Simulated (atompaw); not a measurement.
## What one change does to a pseudopotential (Zn, PAW (atompaw))

atompaw 4.2.0.5 input, output lines left out:

```
Zn 30
GGA-PBE scalarrelativistic loggrid 1500 logderivrange -3 5 201
4 4 3 0 0 0
4 0 1.5
4 1 0
0 0 0
c
c
c
v
c
c
v
v
2
1.95 1.50 1.80 1.00
y
0.7
n
y
3.75
n
y
-0.6
n
custom polynom gramschmidtortho sinc
3 0 ultrasoft
1.95
1.95
1.95
1.95
1.20
1.20
```

All-electron outer shells of the reference configuration (PBE, scalar-relativistic, ld1.x):

| shell | level (eV) | outermost node (bohr) | outermost maximum (bohr) |
| --- | --- | --- | --- |
| 3p | -88.02 | 0.25 | 0.59 |
| 3d | -14.74 | – | 0.57 |
| 4s | -9.84 | 0.85 | 2.04 |
| 4p | -4.24 | 0.92 | 2.75 |

Change: wave 4s (bound): rc 1.95 bohr becomes 4s (bound): rc 1.78 bohr.

Cutoffs: the cutoffs (Ry, on a coarse ladder) from which the occupation-weighted sum of valence levels, in a spherical-Bessel basis at the reference potential, stays within 10 and 1 mRy of its value at 400 Ry; they do not see the model core or the augmentation charge, which bear on the density cutoff.

Task: What does the change do?

Result: The potential gets neither clearly harder nor softer (110 Ry and 180 Ry → 110 Ry and 180 Ry); the d channel sets the loose cutoff, while the largest relative change is in s, which becomes harder; the range in which the s phases agree narrows (upper end at the end of the scan → 3.2); neither file shows a bound ghost.

| quantity | base | changed |
| --- | --- | --- |
| cutoff, loose | 110 Ry | 110 Ry |
| cutoff, tight | 180 Ry | 180 Ry |
| loose cutoff by channel (10 mRy a level) | s 8 Ry, d 60 Ry | s 10 Ry, d 60 Ry |
| bound ghosts | none | none |
| s: phases at 1.95 bohr within 0.05 rad from the reference energy up to (Ry; the scan ends near 5) | to the end of the scan | 3.2 |
| p: phases at 1.95 bohr within 0.05 rad from the reference energy up to (Ry; the scan ends near 5) | 4.6 | 4.6 |
| d: phases at 1.95 bohr within 0.05 rad from the reference energy up to (Ry; the scan ends near 5) | 2.4 | 2.4 |
| lowest overlap eigenvalue by channel | s 0.17, p 0.42, d 0.99 | s 0.06, p 0.42, d 0.99 |

 The cutoffs see the waves, projectors and local potential, not the compensation charge or the core.
